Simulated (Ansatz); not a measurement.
Gas-phase electronic energies from Ansatz, PBE0-D4/def2-TZVP geometries. CCSD(T)/CBS adds triple-zeta CCSD(T) − MP2 to the extrapolated MP2 energy (def2 sets, frozen cores). DFT in def2-TZVPP. B3LYP here is the variant with VWN-RPA as its local correlation; programs differ in this. HSE06 is defined as in plane-wave codes. Elements past krypton have def2 core potentials. For Ge, Sn outer-core shells are correlated without core-valence functions, which leaves a few kJ/mol of doubt a bond. Scalar relativity is left out up to krypton. One conformer a species, not always the lowest.

`C[O][Sn]([F])([F])[GeH3]` → `C[O][Sn][F]` + `[F][GeH3]`  (stannylene formation by 1,1-elimination)

```csv
level,ΔE (kJ/mol),difference from CCSD(T)/CBS
LDA (SPW92),22.7,5.2
PBE-D4,4.4,-13.1
revPBE-D4,-3.5,-21.0
BLYP-D4,-20.2,-37.7
r2SCAN-D4,13.2,-4.3
B97M-V,6.9,-10.6
PBE0-D4,15.5,-2.0
B3LYP-D4,-8.5,-26.0
r2SCANh-D4,15.3,-2.2
r2SCAN0-D4,18.4,0.9
HSE06-D4,15.3,-2.2
BHLYP-D4,5.7,-11.8
CAM-B3LYP-D4,-0.2,-17.7
ωB97X-V,15.2,-2.3
B2PLYP,-10.3,-27.8
PBE-QIDH,17.3,-0.2
PBE,-3.6,-21.1
revPBE,-16.2,-33.7
BLYP,-35.0,-52.5
r2SCAN,10.9,-6.6
PBE0,8.2,-9.3
B3LYP,-21.1,-38.6
r2SCANh,12.7,-4.8
r2SCAN0,15.5,-2.0
HSE06,8.2,-9.3
BHLYP,-7.5,-25.0
CAM-B3LYP,-8.0,-25.5
LC-ωPBE,22.9,5.4
RPA@PBE/def2-TZVPP,-2.6,-20.1
HF/def2-SVP,-13.4,-30.9
MP2/def2-SVP,16.7,-0.8
CCSD(T)/def2-SVP,6.2,-11.3
HF/def2-TZVPP,-7.8,-25.3
SCS-MP2/def2-TZVPP,-4.6,-22.1
CCSD(T)/def2-TZVPP,9.5,-8.0
HF/def2-QZVPP,-6.9,-24.4
MP2/def2-QZVPP,9.1,-8.4
SCS-MP2/def2-QZVPP,0.8,-16.7
HF/CBS(def2),-6.8,-24.3
MP2/CBS(def2),12.2,-5.3
CCSD(T)/CBS,17.5,0
```

Largest T1 diagnostic among the species: 0.017.

The D4 term adds +12.6 kJ/mol with B3LYP and +7.3 kJ/mol with PBE0; it sums over pairs of atoms, weighted by their polarisabilities, and B3LYP, whose exchange is more repulsive, gets the larger term. From r2SCAN to r2SCAN0 (25 % exact exchange), in def2-TZVPP and without D4, ΔE moves by +4.6 kJ/mol.
